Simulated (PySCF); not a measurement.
Computed properties of C2H2BF2N, SMILES FB1C=N[C@H]1F

C₂H₂BF₂N, SMILES FB1[C@@H](N=C1)F. Coordinates come from a PBE0-D3(BJ)/def2-SVP optimisation. The structure was generated by enumeration; whether it is a known compound was not checked. Other conformers were not sampled. All values are computed for the isolated molecule unless a solvent is named; none is compared with measurement here.

**Structure.** All 18 harmonic modes at PBE0-D3(BJ)/def2-SVP (PySCF) are real, so it is a minimum. With heavy atoms numbered as in [F:1][B:2]1[CH:3]=[N:4][C@H:5]1[F:6], the shortest bond between them is C3–N4 at 1.298 Å and the longest B2–C5 at 1.589 Å.

**Vibrations.** The strongest infrared lines (harmonic, unscaled, degenerate partners summed) lie at 1515 cm⁻¹ (331 km/mol, B 63 %, C 16 %, F 15 %), 1149 cm⁻¹ (78 km/mol, H 56 %, C 30 %, F 12 %), 832 cm⁻¹ (65 km/mol, C 44 %, H 22 %, F 17 %, B 10 %). The softest mode is at 140 cm⁻¹ and the zero-point energy is 29.6 kcal/mol.

**Electronic structure.** B3LYP/def2-TZVP (PySCF) places the frontier levels at -7.86 and -2.28 eV, a gap of 5.58 eV, and gives a dipole moment of 2.56 D and a mean polarisability of 40.7 bohr³. PBE/def2-TZVP (PySCF) at the same geometry gives -6.63 and -3.12 eV, so its gap is 2.07 eV narrower. An orbital gap is neither the optical nor the fundamental gap.

**Excitations.** TDDFT-CAM-B3LYP/def2-SVPD (PySCF) has S1 at 4.20 eV (295 nm, f = 0.008, weak); the most intense of the 10 singlets computed lies at 7.87 eV (f = 0.07). T1 (TDA) is at 3.17 eV. TDDFT-PBE/def2-SVPD (PySCF) puts S1 at 3.93 eV. No vertical singlet excitation falls in the visible range (under 3.1 eV).

**NMR.** GIAO shifts at B3LYP/pcSseg-1 (PySCF) (non-relativistic, atoms alike by connectivity averaged): ¹³C from 114.1 to 203.3 ppm against TMS; ¹H from 6.1 to 9.5 ppm against TMS; ¹⁹F from -176.7 to -111.4 ppm against CFCl3; ¹¹B at 13.2 ppm against BF3.
